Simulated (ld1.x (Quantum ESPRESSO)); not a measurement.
**hydrogen: variants of one TM potential**

Base potential:

```
Element                 : H (Z = 1)
Generator               : ld1.x (Quantum ESPRESSO) 7.5
Type                    : norm-conserving Troullier–Martins (Kleinman–Bylander form)
Functional              : PBE
Relativity              : scalar-relativistic
Frozen core             : none
Valence charge          : 1
Reference configuration : 1s1
Partial waves           : 2p channel at 0.1 Ry: rc 0.90 bohr; 1s (bound): rc 0.95 bohr
Local potential         : the s channel
Core correction         : none
```

All-electron outer shells of the reference configuration (PBE, scalar-relativistic, ld1.x):

```csv
shell,level (eV),outermost node (bohr),outermost maximum (bohr)
1s,-6.49,–,1.03
```

Cutoffs, loose and tight: the cutoffs (Ry, on a coarse ladder) from which the occupation-weighted sum of valence levels, in a spherical-Bessel basis at the reference potential, stays within 10 and 1 mRy of its value at 400 Ry. They do not see the model core or the augmentation charge, which bear on the density cutoff. Test errors are all-electron minus pseudo excitation energies from the reference, over the configurations 1s0.5. A dash means not determined; rows that change the core or the reference have their own tests.

```tsv
change	outcome	cutoff, loose	cutoff, tight	bound ghosts
base	generated	30 Ry	50 Ry	none
all radii scaled by about 0.89 (s 0.84, p 0.80 bohr)	generated	30 Ry	60 Ry	none
all radii scaled by about 1.16 (s 1.10, p 1.04 bohr)	generated	25 Ry	40 Ry	none
all radii scaled by about 1.38 (s 1.32, p 1.24 bohr)	generated	18 Ry	35 Ry	none
```

Q: What comes out with this change to the base: all radii scaled by about 1.22 (s 1.16, p 1.10 bohr)?

A: outcome: generated; cutoff, loose: 21 Ry; cutoff, tight: 40 Ry; bound ghosts: none.

Q: What comes out with this change to the base: all radii scaled by about 0.78 (s 0.74, p 0.70 bohr)?

A: outcome: generated; cutoff, loose: 35 Ry; cutoff, tight: 70 Ry; bound ghosts: none.

Reading the sweep of the scale of all radii (base = 1) (base included, trends over the rows without a ghost): The loose cutoff falls from 35 Ry at 0.78 to 18 Ry at 1.38. A larger radius leaves more room for a smooth pseudo-wave, so fewer plane waves are needed; a smaller one forces it to follow the all-electron wave where it bends sharply.
